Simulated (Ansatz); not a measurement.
Reaction (SMILES): F[SiH] (F-SiH) (closed-shell singlet) → F atom + H atom + Si atom
B3LYP-D3(BJ)/def2-TZVP geometries, fixed; electronic energies without zero-point terms.

Basis-set convergence of the atomisation energy at PBE0 with Ansatz (an electronic-structure program). Cartesian d functions, on some or all atoms, in 6-31G*; all else is spherical. The program fits the integrals of some runs and decomposes those of others, by size. Open shells are unrestricted. No added dispersion term, no relativity. Functions are those of the species that has most. Reference: the value in pcseg-4, 212.53 kcal/mol, itself unsure by roughly 0.05 kcal/mol (its mean distance from aug-pcseg-3, aug-cc-pV(Q+d)Z, cc-pV(5+d)Z). Deviations are taken from unrounded values.

```json
[
 {"basis": "STO-3G", "functions": "15", "atomisation energy (kcal/mol)": "235.81", "minus reference (kcal/mol)": "23.29"},
 {"basis": "3-21G", "functions": "24", "atomisation energy (kcal/mol)": "186.51", "minus reference (kcal/mol)": "-26.01"},
 {"basis": "6-31G*", "functions": "36", "atomisation energy (kcal/mol)": "206.55", "minus reference (kcal/mol)": "-5.98"},
 {"basis": "cc-pV(D+d)Z", "functions": "42", "atomisation energy (kcal/mol)": "204.16", "minus reference (kcal/mol)": "-8.37"},
 {"basis": "6-311++G(2d,2p)", "functions": "72", "atomisation energy (kcal/mol)": "208.09", "minus reference (kcal/mol)": "-4.43"},
 {"basis": "jun-cc-pV(T+d)Z", "functions": "101", "atomisation energy (kcal/mol)": "211.07", "minus reference (kcal/mol)": "-1.46"},
 {"basis": "def2-QZVPP", "functions": "157", "atomisation energy (kcal/mol)": "212.17", "minus reference (kcal/mol)": "-0.36"},
 {"basis": "pcseg-3", "functions": "157", "atomisation energy (kcal/mol)": "212.43", "minus reference (kcal/mol)": "-0.10"},
 {"basis": "aug-cc-pV(Q+d)Z", "functions": "215", "atomisation energy (kcal/mol)": "212.46", "minus reference (kcal/mol)": "-0.07"}
]
```

The smallest set listed that lies within 1 kcal/mol of the reference with all its larger relatives (same family, alike in diffuse functions; a set with none counts only in the reference's own line) is pcseg-3 (157 functions, -0.10 kcal/mol off). Inside, with no larger relative to test it: def2-QZVPP, aug-cc-pV(Q+d)Z. (Relatives not listed, tested too: pcseg-4 0.00 kcal/mol.)
